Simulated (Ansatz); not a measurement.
Consider the formal exchange of groups at the Sc–O bond: `[CH3][Sc]([NH2])[OH]` + `FC(Cl)Cl` → `[CH3][Sc]([NH2])[Cl]` + `OC(F)Cl`.

Computed with Ansatz on PBE0-D4/def2-TZVP structures; ΔE is electronic, products minus reactants. CBS: MP2 limit from def2 TZ/QZ plus the TZ coupled-cluster correction, frozen cores. For Sc outer-core shells are correlated without core-valence functions, which leaves a few kJ/mol of doubt a bond. Scalar relativity is left out up to krypton. Each species was taken in one conformer, which may not be the lowest.

```json
{"species": "`[CH3][Sc]([NH2])[OH]`", "MP2/def2-TZVPP energy (Eh)": "-931.56190"}
{"species": "`FC(Cl)Cl`", "MP2/def2-TZVPP energy (Eh)": "-1057.74945"}
{"species": "`[CH3][Sc]([NH2])[Cl]`", "MP2/def2-TZVPP energy (Eh)": "-1315.55966"}
{"species": "`OC(F)Cl`", "MP2/def2-TZVPP energy (Eh)": "-673.78234"}
```

(1) Work out ΔE.

Largest T1 diagnostic among the species: 0.014.

Results:

(1) ΔE = (-1315.55966) + (-673.78234) − (-931.56190) − (-1057.74945) = -0.03065 Eh = -80.5 kJ/mol. CCSD(T)/CBS gives -81.1 kJ/mol.

From BLYP to BHLYP (50 % exact exchange), in def2-TZVPP and without D4, ΔE moves by −16.2 kJ/mol. At CCSD(T), def2-SVP lies −16.8 kJ/mol from the extrapolated value and def2-TZVPP −4.8 kJ/mol. Leaving LDA and LC-ωPBE aside and taking each functional with its dispersion term where it has one, the values, not all of them listed here, spread over 19.8 kJ/mol, from r2SCAN0-D4 to BLYP-D4.
